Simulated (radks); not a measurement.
Question: Valence configurations of the nickel ion Ni2+ (all share [Ar]). Method: scalar-relativistic Kohn-Sham, PBE, spin-polarised, spherical densities, finite nucleus; open shells are filled with parallel spins first; Fermi nuclear charge, rms radius 3.7757 fm; computed with a radial shooting solver on a logarithmic mesh with Libxc functionals. Order these by energy: 3d6 4p2; 3d6 4s1 4p1; 3d7 4s1; 3d8; 3d7 4p1; 3d5 4s2 4p1; 3d6 4s2; 3d6.5 4s1 4p0.5; 3d7.5 4p0.5; 3d6.5 4s0.5 4p1.

Answer: From the lowest, in eV above it: 3d8 0.000; 3d7.5 4p0.5 6.445; 3d7 4s1 6.605; 3d7 4p1 13.927; 3d6.5 4s1 4p0.5 14.860; 3d6 4s2 18.626; 3d6.5 4s0.5 4p1 18.691; 3d6 4s1 4p1 24.330; 3d6 4p2 32.351; 3d5 4s2 4p1 42.026. NIST lists [Ar] 3d8 as the ground configuration; this level of theory agrees among the configurations tried. The energies are those of spherical high-spin densities, not of single terms.
